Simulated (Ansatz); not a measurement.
Total energies of `CCN(C)[SiH3]`.

```json
{"atom": "C1", "x (Å)": "1.661", "y (Å)": "0.965", "z (Å)": "0.077"}
{"atom": "C2", "x (Å)": "0.950", "y (Å)": "-0.203", "z (Å)": "-0.592"}
{"atom": "N3", "x (Å)": "-0.386", "y (Å)": "-0.469", "z (Å)": "-0.100"}
{"atom": "C4", "x (Å)": "-0.451", "y (Å)": "-1.010", "z (Å)": "1.237"}
{"atom": "Si5", "x (Å)": "-1.766", "y (Å)": "0.243", "z (Å)": "-0.831"}
{"atom": "H6", "x (Å)": "1.780", "y (Å)": "0.800", "z (Å)": "1.150"}
{"atom": "H7", "x (Å)": "1.101", "y (Å)": "1.894", "z (Å)": "-0.061"}
{"atom": "H8", "x (Å)": "2.658", "y (Å)": "1.102", "z (Å)": "-0.349"}
{"atom": "H9", "x (Å)": "0.887", "y (Å)": "-0.018", "z (Å)": "-1.670"}
{"atom": "H10", "x (Å)": "1.553", "y (Å)": "-1.114", "z (Å)": "-0.470"}
{"atom": "H11", "x (Å)": "-0.153", "y (Å)": "-0.297", "z (Å)": "2.018"}
{"atom": "H12", "x (Å)": "0.202", "y (Å)": "-1.888", "z (Å)": "1.322"}
{"atom": "H13", "x (Å)": "-1.470", "y (Å)": "-1.335", "z (Å)": "1.461"}
{"atom": "H14", "x (Å)": "-1.531", "y (Å)": "0.282", "z (Å)": "-2.299"}
{"atom": "H15", "x (Å)": "-2.949", "y (Å)": "-0.592", "z (Å)": "-0.495"}
{"atom": "H16", "x (Å)": "-2.085", "y (Å)": "1.640", "z (Å)": "-0.397"}
```

The species carries charge 0 and has multiplicity 1. Geometry: relaxed with PBE0-D4/def2-TZVP. It is one conformer, not always the lowest. Basis def2-TZVPP, the Gaussian-basis code of Ansatz.

RPA on PBE orbitals: Hartree–Fock energy of these orbitals -463.41449 Eh, correlation -1.50599 Eh (frozen core).

```json
{"functional": "LDA (SPW92)", "energy without D4 (Eh)": "-462.48504", "D4 term (kJ/mol)": "–"}
{"functional": "PBE", "energy without D4 (Eh)": "-464.86110", "D4 term (kJ/mol)": "-33.1"}
{"functional": "revPBE", "energy without D4 (Eh)": "-465.13785", "D4 term (kJ/mol)": "-107.2"}
{"functional": "BLYP", "energy without D4 (Eh)": "-465.15528", "D4 term (kJ/mol)": "-72.9"}
{"functional": "r2SCAN", "energy without D4 (Eh)": "-465.12373", "D4 term (kJ/mol)": "-8.7"}
{"functional": "B97M-V", "energy without D4 (Eh)": "-465.18124", "D4 term (kJ/mol)": "–"}
{"functional": "PBE0", "energy without D4 (Eh)": "-464.92218", "D4 term (kJ/mol)": "-28.0"}
{"functional": "B3LYP", "energy without D4 (Eh)": "-465.29532", "D4 term (kJ/mol)": "-52.7"}
{"functional": "r2SCANh", "energy without D4 (Eh)": "-465.11633", "D4 term (kJ/mol)": "-9.1"}
{"functional": "r2SCAN0", "energy without D4 (Eh)": "-465.10634", "D4 term (kJ/mol)": "-10.0"}
{"functional": "HSE06 (plane-wave form)", "energy without D4 (Eh)": "-464.90455", "D4 term (kJ/mol)": "-26.0"}
{"functional": "BHLYP", "energy without D4 (Eh)": "-465.15213", "D4 term (kJ/mol)": "-37.7"}
{"functional": "CAM-B3LYP", "energy without D4 (Eh)": "-465.17267", "D4 term (kJ/mol)": "-28.2"}
{"functional": "LC-ωPBE", "energy without D4 (Eh)": "-465.06972", "D4 term (kJ/mol)": "–"}
{"functional": "ωB97X-V", "energy without D4 (Eh)": "-465.16823", "D4 term (kJ/mol)": "–"}
{"functional": "ωB97M-V", "energy without D4 (Eh)": "-465.13642", "D4 term (kJ/mol)": "–"}
{"functional": "B2PLYP", "energy without D4 (Eh)": "-464.97679", "D4 term (kJ/mol)": "–"}
{"functional": "PBE-QIDH", "energy without D4 (Eh)": "-464.81809", "D4 term (kJ/mol)": "–"}
```

B3LYP takes the VWN-RPA correlation (the form of Gaussian; ORCA's B3LYP/G). HSE06 is the plane-wave form, built on full-range PBE exchange. The double hybrids freeze the cores in their second-order part.

LC-ωPBE has ω = 0.4 bohr⁻¹.
